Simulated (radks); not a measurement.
Coulomb parameter of the 4f shell of the neodymium ion Nd3+ in the model configuration [Xe] 4f2 6p1, as a second difference U = [E(n + 1) + E(n - 1) - 2 E(n)] / (1)^2 with all orbitals relaxed. "Bare": the charge of the atom changes with n. "Screened": the 6p shell takes up the change at fixed total charge, which measures U(4f,4f) + U(6p,6p) - 2 U(4f,6p). Method: scalar-relativistic Kohn-Sham, LDA (Slater exchange, Perdew-Wang correlation), spin-unpolarised, spherical densities, finite nucleus; Fermi nuclear charge, rms radius 4.9123 fm; computed with a radial shooting solver on a logarithmic mesh with Libxc functionals.

case         configuration  E - E(n) (eV)
start         [Xe] 4f2 6p1          0.000
bare +1       [Xe] 4f3 6p1        -32.847
bare -1       [Xe] 4f1 6p1         52.049
screened +1       [Xe] 4f3        -18.460
screened -1   [Xe] 4f1 6p2         27.605

U(bare) = 19.202 eV, U(screened by 6p) = 9.145 eV, against the Slater integral F0(4f,4f) = 27.782 eV with frozen orbitals.
